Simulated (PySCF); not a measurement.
Species: C4H7ClOSi.
Numbering: `[CH3:1][O:2][C:3]1=[C:4]([SiH2:5][Cl:6])[CH2:7]1` (hydrogens: H8, H9, H10 on C1; H11, H12 on Si5; H13, H14 on C7)

Structure used (GFN2-xTB), in Å, numbered top down from 1:
```xyz
14
C4H7ClOSi angstrom
C     -2.205    0.559    0.461
O     -1.753   -0.751    0.148
C     -0.447   -0.891    0.109
C      0.772   -0.406    0.211
Si     1.958    0.970    0.504
Cl     0.850    2.640    0.836
C      0.614   -1.889   -0.132
H     -3.290    0.533    0.392
H     -1.799    1.288   -0.245
H     -1.899    0.841    1.472
H      2.773    0.748    1.697
H      2.789    1.227   -0.671
H      0.809   -2.229   -1.144
H      0.827   -2.640    0.621
```

Computed with PySCF, TDDFT PBE0/def2-SVPD, vertical, gas phase, core orbitals frozen in the response.

Ground-to-excited transition dipoles (e·a0, same axes as the geometry; the sign carries no meaning), for the states with f of 0.002 or more among the lowest 8:

```tsv
state	E (eV)	μx	μy	μz
S2	5.888	-1.044	-0.597	-0.123
S6	6.969	-0.010	0.022	-0.195
S8	7.190	-0.359	-0.249	-0.057
```

Problem. What oscillator strength does each state have?

Solution. f = (2/3) ΔE |μ|² with ΔE in hartree (27.2114 eV).

```
state  |μ|² (au)  |μ| (D)      f
   S2      1.462     3.07  0.211
   S6      0.039     0.50  0.007
   S8      0.195     1.12  0.034
```

Problem. Which bond between heavy atoms lies closest to the direction of the S2 transition dipole?

Solution. C3–C4, at 8° from it; next C4–Si5 at 20°.

Problem. What angle do the transition dipoles of S2 and S8 make?

Solution. |cos θ| = |μa·μb| / (|μa| |μb|) = 1.00, so θ ≈ 5° (taken between 0 and 90°, since the signs are arbitrary).

Problem. How is the summed strength of these states shared among x, y and z?

Solution. (2/3) Σ ΔE μα² gives 0.180 for x, 0.062 for y and 0.009 for z, 0.252 in all.

Problem. What peak molar absorption coefficient would the strongest computed level give as a lone Gaussian band 0.5 eV wide at half height?

Solution. ε(max) = 2.175×10⁸ f / FWHM, with the width in cm⁻¹. S2: 2.175×10⁸ × 0.2110 / 4033 ≈ 11000 L mol⁻¹ cm⁻¹.

The run took 48 s of wall time (with the writing of density and orbital grids) on Arm Neoverse V1, one thread, no GPU (shared host), and the process peaked at 0.85 GiB of memory.

One conformer stands for the species.
